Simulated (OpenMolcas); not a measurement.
**Ni6+: Racah parameters, worked from levels**

* Program: OpenMolcas
* Basis: ANO-L-VTZP [6s5p3d2f1g]
* Scalar Hamiltonian: non-relativistic, point nucleus
* Active space: 4 electrons in 5 orbitals (3d)
* State averaging: 2S+1 = 5 even, 5 roots; 2S+1 = 3 even, 45 roots; 2S+1 = 1 even, 50 roots
* Spin-orbit coupling: RASSI with atomic mean-field integrals over the reference wave functions, term energies averaged over their components

Methods: CASSCF; MS-CASPT2, IPEA 0.25 Eh, imaginary shift 0.1 Eh (closed shells correlated: 3s 3p). Measured levels: Corliss and Sugar, J. Phys. Chem. Ref. Data 10, 197 (1981).

**Racah parameters.** Above ⁵D, d4 has ³G at 9B + 4C, ³H at 4B + 4C and ³D at 16B + 4C. The first two fix B and C, and the third tests them; where it misses by thousands of cm-1, two parameters do not describe the configuration (Trees and configuration-interaction terms are left out) and B and C hang on the terms chosen. Term energies are centres of gravity, weighted by 2J + 1.

| Source | ³G | ³H | B | C | C/B | ³D from B, C | ³D found |
| --- | --- | --- | --- | --- | --- | --- | --- |
| CASSCF | 41880 | 32843 | 1807 | 6403 | 3.54 | 54524 | 53469 |
| MS-CASPT2 | 38650 | 31889 | 1352 | 6620 | 4.90 | 48112 | 46968 |
| measured | 37317 | 30870 | 1289 | 6428 | 4.99 | 46336 |  |

Energies in cm-1. From CASSCF to MS-CASPT2, B changes by -25.2 % and C by +3.4 %. Against the measured terms, MS-CASPT2 has B off by +4.9 % and C by +3.0 %.

Term energies are means over components that CASPT2 splits; among the terms shown or strongly mixed into the levels shown the widest spread is 250 cm-1 (3d⁴ ³H, MS-CASPT2). Without dynamic correlation excited terms often stand tens of per cent too high (terms of higher spin than the ground term too low), and those without a measured partner can miss by more than the paired ones (holds for CASSCF). Measured partners are found by configuration, term and J. A level has none where our copy of the source lacks it or the pairing is in doubt (some pairs that miss far off the trend of their configuration count as doubtful), and it then counts in no deviation. Only configurations of the active space appear.
